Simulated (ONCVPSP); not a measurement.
# Configuration tests for Te (ONCV)

- Element: Te
- Generator: ONCVPSP 4.0.1
- Type: optimised norm-conserving Vanderbilt (ONCV)
- Functional: PBEsol
- Relativity: fully relativistic
- Frozen core: [Kr] 4d10
- Valence charge: 6
- Reference configuration: 5s2 5p4
- Partial waves: 5s: rc 1.60 bohr, ncon 3, nbas 6, qcut 3.6 1/bohr, 1 projector; 5p: rc 1.80 bohr, ncon 3, nbas 6, qcut 4.7 1/bohr, 2 projectors, debl 0.7 Ha
- Local potential: polynomial inside 1.25 bohr (lpopt 5, dvloc0 1 Ha)
- Core correction: polynomial model core, fcfact 0.2

Open shells are filled in proportion to 2j + 1.

Energies are relative to the spin-unpolarised reference configuration 5s2 5p4; without spin polarisation the order of configurations can differ from experiment.

```csv
valence configuration,charge,ΔE all-electron (eV),error AE − PS (meV)
5s2 5p2,+2,27.768,-26
5s2 5p1,+3,54.755,-90
```

Problem. What are ΔE and the potential's error for 5s2 5p3?

Solution. ΔE = 9.774 eV all-electron; the error (AE − PS) is -4.0 meV.

Problem. What are ΔE and the potential's error for 5s2 5p3.5?

Solution. ΔE = 3.917 eV all-electron; the error (AE − PS) is -0.9 meV.

Note: ghosts flagged at negative energy: s at -131.8 eV; GHOST(+) flagged for p3/2 at 35.3 eV, p1/2 at 47.6 eV. A true bound ghost makes a file unfit for plane-wave use.
